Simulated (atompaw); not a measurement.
# germanium PAW (atompaw): all-electron and pseudo phase curves

```json
{"Element": "germanium (Ge)", "Generator": "atompaw 4.2.0.5", "Type": "PAW", "Functional": "LDA (PW92)", "Relativity": "scalar-relativistic", "Frozen core": "[Ne] 3s2", "Valence charge": "20", "Reference configuration": "3p6 3d10 4s2 4p2", "Partial waves": "4s (bound): rc 1.60 bohr; 4s channel at 0.7 Ry: rc 1.60 bohr; 3p (bound): rc 0.85 bohr; 4p (bound): rc 1.60 bohr; 3d (bound): rc 1.60 bohr; 3d channel at -0.9 Ry: rc 1.60 bohr", "Local potential": "ultrasoft scheme with l = 3 at 0.5 Ry, radius 1.50 bohr", "Core correction": "smooth core density matched at 1.60 bohr", "Augmentation charge": "gaussian compensation charge, radius 1.50 bohr; PAW radius 1.60 bohr; waves and projectors: custom polynom gramschmidtortho"}
```

The phase is arctan(r·u′/u) with u = r·R(r), unwrapped; energies in Ry, scanned from -10 to 5 Ry. A pole is an energy at which the radial function vanishes at the test radius. The pseudo phase is shifted by a multiple of π to meet the all-electron one at the reference energy, and phase errors are pseudo minus all-electron; the curves can meet again beyond the range given. Levels narrower than the energy grid can be missing from the lists of poles.

**Question.** For each channel, where are the poles, and over which energies does the pseudopotential scatter like the atom?

**Answer.**

```json
{"channel": "s", "radius (bohr)": "1.61", "reference energy (Ry)": "-0.88", "poles, all-electron": "none", "poles, pseudo": "-9.16", "unbroken range about the reference energy with phases within 0.05 rad": "above -8.9", "phase error 1 Ry above the reference energy (rad)": "-0.000"}
{"channel": "p", "radius (bohr)": "1.61", "reference energy (Ry)": "-0.30", "poles, all-electron": "-8.36", "poles, pseudo": "-8.36", "unbroken range about the reference energy with phases within 0.05 rad": "the whole range", "phase error 1 Ry above the reference energy (rad)": "-0.002"}
{"channel": "d", "radius (bohr)": "1.61", "reference energy (Ry)": "-2.17", "poles, all-electron": "-1.81", "poles, pseudo": "-1.81", "unbroken range about the reference energy with phases within 0.05 rad": "below 3.1", "phase error 1 Ry above the reference energy (rad)": "+0.000"}
```

Note: ghost state, extra bound levels that the all-electron valence spectrum of the same l lacks: s at -125.2 eV. A true bound ghost makes a file unfit for plane-wave use.

Phases in the d channel:

| E (Ry) | all-electron | pseudo |
| --- | --- | --- |
| -10.00 | 1.372 | 1.373 |
| -9.76 | 1.370 | 1.371 |
| -9.52 | 1.367 | 1.368 |
| -9.28 | 1.364 | 1.365 |
| -9.04 | 1.361 | 1.363 |
| -8.80 | 1.359 | 1.359 |
| -8.56 | 1.355 | 1.356 |
| -8.32 | 1.352 | 1.353 |
| -8.08 | 1.349 | 1.349 |
| -7.84 | 1.345 | 1.346 |
| -7.60 | 1.341 | 1.342 |
| -7.36 | 1.337 | 1.338 |
| -7.12 | 1.332 | 1.333 |
| -6.88 | 1.328 | 1.329 |
| -6.64 | 1.323 | 1.324 |
| -6.40 | 1.317 | 1.318 |
| -6.16 | 1.311 | 1.312 |
| -5.92 | 1.305 | 1.306 |
| -5.68 | 1.298 | 1.299 |
| -5.44 | 1.290 | 1.291 |
| -5.20 | 1.282 | 1.282 |
| -4.96 | 1.272 | 1.273 |
| -4.72 | 1.261 | 1.262 |
| -4.48 | 1.248 | 1.249 |
| -4.24 | 1.232 | 1.233 |
| -4.00 | 1.213 | 1.214 |
| -3.76 | 1.189 | 1.190 |
| -3.52 | 1.157 | 1.157 |
| -3.28 | 1.110 | 1.110 |
| -3.04 | 1.033 | 1.034 |
| -2.80 | 0.884 | 0.885 |
| -2.56 | 0.481 | 0.481 |
| -2.32 | -0.646 | -0.646 |
| -2.08 | -1.333 | -1.333 |
| -1.84 | -1.554 | -1.554 |
| -1.60 | -1.656 | -1.656 |
| -1.36 | -1.717 | -1.717 |
| -1.12 | -1.759 | -1.759 |
| -0.88 | -1.793 | -1.793 |
| -0.64 | -1.821 | -1.821 |
| -0.40 | -1.847 | -1.847 |
| -0.16 | -1.871 | -1.871 |
| 0.08 | -1.896 | -1.895 |
| 0.32 | -1.921 | -1.920 |
| 0.56 | -1.947 | -1.946 |
| 0.80 | -1.974 | -1.973 |
| 1.04 | -2.005 | -2.003 |
| 1.28 | -2.039 | -2.036 |
| 1.52 | -2.078 | -2.074 |
| 1.76 | -2.122 | -2.116 |
| 2.00 | -2.175 | -2.165 |
| 2.24 | -2.236 | -2.223 |
| 2.48 | -2.311 | -2.291 |
| 2.72 | -2.401 | -2.373 |
| 2.96 | -2.513 | -2.471 |
| 3.20 | -2.649 | -2.591 |
| 3.44 | -2.815 | -2.734 |
| 3.68 | -3.009 | -2.902 |
| 3.92 | -3.221 | -3.090 |
| 4.16 | -3.435 | -3.288 |
| 4.40 | -3.633 | -3.481 |
| 4.64 | -3.805 | -3.656 |
| 4.88 | -3.947 | -3.808 |
